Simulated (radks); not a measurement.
Question: The table gives one normalised radial function P(r) = r R(r) of Ce in [Xe] 4f1 5d1 6s2 (r in bohr). Calculated with a radial shooting solver on a logarithmic mesh with Libxc functionals: scalar-relativistic Kohn-Sham, r2SCAN, spin-polarised, spherical densities, finite nucleus; open shells are filled with parallel spins first (spin-orbit coupling, left out, can overturn this in heavy ions); meta-GGA in the generalised Kohn-Sham scheme; Fermi nuclear charge, rms radius 4.8771 fm.

| r | P |
|---|---|
| 0.004776 | 0.0321 |
| 0.007595 | 0.0400 |
| 0.01208 | 0.0428 |
| 0.01921 | 0.0320 |
| 0.03056 | -0.0010 |
| 0.0486 | -0.0493 |
| 0.07729 | -0.0664 |
| 0.1229 | 0.0069 |
| 0.1955 | 0.0995 |
| 0.3109 | 0.0033 |
| 0.4945 | -0.1484 |
| 0.7865 | 0.0484 |
| 1.251 | 0.2356 |
| 1.989 | -0.0844 |
| 3.164 | -0.4779 |
| 5.032 | -0.4664 |
| 8.003 | -0.1719 |
| 12.73 | -0.0185 |

Which n and l does it have? It may be an empty orbital.

Answer: n = 6, l = 0: the number of nodes gives n - l - 1 = 5, the rise at small r (about r^(l+1), flatter next to the nucleus through relativity) gives l, and the extent must fit the shell. The curve is that of 6s down; the table hardly tells the two spins apart. 6s down: eigenvalue -3.560 eV, 5 radial nodes at r = 0.0302, 0.119, 0.313, 0.733, 1.83 bohr, <r> = 4.58 bohr, 90 % of the charge inside 6.71 bohr.
